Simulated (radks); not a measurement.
Task: Ag IV, configuration [Kr] 4d8. Calculated with a radial shooting solver on a logarithmic mesh with Libxc functionals: Dirac Kohn-Sham, exchange-only PBE, spin-unpolarised, spherical densities, finite nucleus; open shells fill j = l - 1/2 first; Fermi nuclear charge, rms radius 4.5454 fm. Some entries of the table are withheld. Estimate them.

orbital,occ.,eigenvalue (hartree),<1/r> (bohr^-1)
1s1/2,2,-931.7349,49.44
2s1/2,2,-138.3522,11.39
2p1/2,2,-128.6754,(1)
2p3/2,4,-122.2313,(2)
3s1/2,2,-26.49982,3.983
3p1/2,2,-22.65097,(3)
3p3/2,4,-21.51359,(4)
3d3/2,4,-14.69948,(5)
3d5/2,6,-14.47036,(6)
4s1/2,2,-4.85950,1.531
4p1/2,2,-3.63837,1.414
4p3/2,4,-3.44615,1.362
4d3/2,4,-1.57427,1.067
4d5/2,4,-1.54982,1.054
5s1/2,0,-1.13584,0.5466
5p1/2,0,-0.87508,(7)
5p3/2,0,-0.85278,(8)

Result: 
(1) 2p1/2 <1/r> (bohr^-1): 11.37
(2) 2p3/2 <1/r> (bohr^-1): 10.68
(3) 3p1/2 <1/r> (bohr^-1): 3.889
(4) 3p3/2 <1/r> (bohr^-1): 3.722
(5) 3d3/2 <1/r> (bohr^-1): 3.558
(6) 3d5/2 <1/r> (bohr^-1): 3.515
(7) 5p1/2 <1/r> (bohr^-1): 0.4709
(8) 5p3/2 <1/r> (bohr^-1): 0.4589
